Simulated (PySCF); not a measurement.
**Multinuclear NMR of C₄H₁₁NO₃Si₂**

Numbering as in the mapped SMILES `[NH2:1][C:2](=[O:3])[CH2:4][CH2:5][O:6][C:7](=[O:8])[SiH2:9][SiH3:10]`; H(Xn) means a hydrogen on atom n. Ha(N1) is cis to the C=O or C=S heteroatom; Hb(N1) is trans to the C=O or C=S heteroatom.

No solvent model, non-relativistic, one averaged value for each set of equivalent atoms, one conformer. Coordinates at the GFN2-xTB level; shieldings: GIAO PBE0/pcSseg-1; PySCF.

Task: What are the 29Si shifts?

Result: 
| atoms | environment | σ (ppm) | δ (ppm) |
| --- | --- | --- | --- |
| Si9 | silicon bonded to C, Si, 2 H | 434.4 | -77.1 |
| Si10 | silicon bonded to Si, 3 H | 464.1 | -101.5 |

Shieldings were converted by a linear fit to measured shifts: 29Si (scatter 8.9 ppm rms, 25.8 ppm with the 6 outliers that the fit left out vs TMS, solution or neat liquid). Occasional misses reach two or three times the rms, and more in compound classes unlike the fitted ones.

On a 400 MHz spectrometer 29Si resonates near 79.5 MHz, so 1 ppm is 79.5 Hz.

Task: Predict the 15N NMR data.

Result: 
| atoms | environment | σ (ppm) | δ (ppm) |
| --- | --- | --- | --- |
| N1 | amide-type nitrogen | 152.1 | -288.2 |

Shieldings were converted by a linear fit to measured shifts: 15N (scatter 6.3 ppm rms vs CH3NO2, solution or neat liquid). Occasional misses reach two or three times the rms, and more in compound classes unlike the fitted ones.

On a 400 MHz spectrometer 15N resonates near 40.5 MHz, so 1 ppm is 40.5 Hz.

Task: Where does 17O resonate?

Result: 
```csv
atoms,environment,σ (ppm),δ (ppm)
O8,ester carbonyl oxygen,-164.1,416.2
O3,amide-type carbonyl oxygen,-104.6,362.0
O6,ester alkoxy oxygen,65.4,207.1
```

Shieldings were converted by a linear fit to measured shifts: 17O (scatter 10.7 ppm rms, 12.2 ppm with the 3 outliers that the fit left out vs liquid water, solution or neat liquid). Occasional misses reach two or three times the rms, and more in compound classes unlike the fitted ones.

On a 400 MHz spectrometer 17O resonates near 54.2 MHz, so 1 ppm is 54.2 Hz.

Hydrogen bonding in solution shields acid and N–H amide carbonyl oxygens by tens of ppm.
